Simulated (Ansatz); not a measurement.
`C[SiH2]O[SiH2]F` + H₂Te → `F[SiH2][TeH]` + `C[SiH2]O` at 600 K and 1 bar (ligand exchange at the Si–O bond).

Computed with Ansatz on PBE0-D4/def2-TZVP structures; ΔE is electronic, products minus reactants. CBS: MP2 limit from def2 TZ/QZ plus the TZ coupled-cluster correction, frozen cores. This one scheme is used for every species. Elements past krypton have def2 core potentials. For Te outer-core shells are correlated without core-valence functions, which leaves a few kJ/mol of doubt a bond. Each species was taken in one conformer, which may not be the lowest.

```tsv
species	CCSD(T)/CBS energy (Eh)	H − E (kJ/mol)	S (J/(mol·K))
`C[SiH2]O[SiH2]F`	-795.56184	278.9	493.0
H₂Te	-268.91024	52.9	255.0
`F[SiH2][TeH]`	-658.47489	113.5	377.4
`C[SiH2]O`	-405.96945	226.2	370.0
```

H − E and S are ideal-gas, rigid-rotor, harmonic terms from PBE0-D4/def2-TZVP, for one conformer and one mirror image of each species. 1 Eh = 2625.50 kJ/mol, R = 8.31446 J/(mol·K).

Task: By hand: ΔE, ΔH, ΔS and ΔG.

Result: ΔE = (-658.47489) + (-405.96945) − (-795.56184) − (-268.91024) = 0.02774 Eh = 72.8 kJ/mol. Δ(H − E) = 113.5 + 226.2 − 278.9 − 52.9 = 7.9, so ΔH = 80.7 kJ/mol. ΔS = 377.4 + 370.0 − 493.0 − 255.0 = -0.6 J/(mol·K). ΔG = 80.7 − 600 × (-0.6)/1000 = 81.1 kJ/mol.

Task: By hand: the equilibrium constant, and the temperature at which ΔG would vanish if ΔH and ΔS stayed fixed.

Result: log₁₀ K = −ΔG/(RT ln 10) = -7.1. ΔH and −TΔS have one sign here, so there is no such temperature. One of them is within its doubt of zero, so this could turn.

The number of gas molecules stays the same, so ΔS is small and ΔH decides. A doubt of 5 kJ/mol in ΔE shifts log₁₀ K by 0.4 here. Other conformers and mirror images would add mixing entropy, several J/(mol·K) or more a flexible species. Modes under 60 cm⁻¹, often nearly free rotors, make the harmonic entropy too high. These are equilibria of isolated gas molecules and say nothing of rates. Largest T1 diagnostic: 0.011 (customary marks: 0.02 for closed shells, 0.045 for open ones).
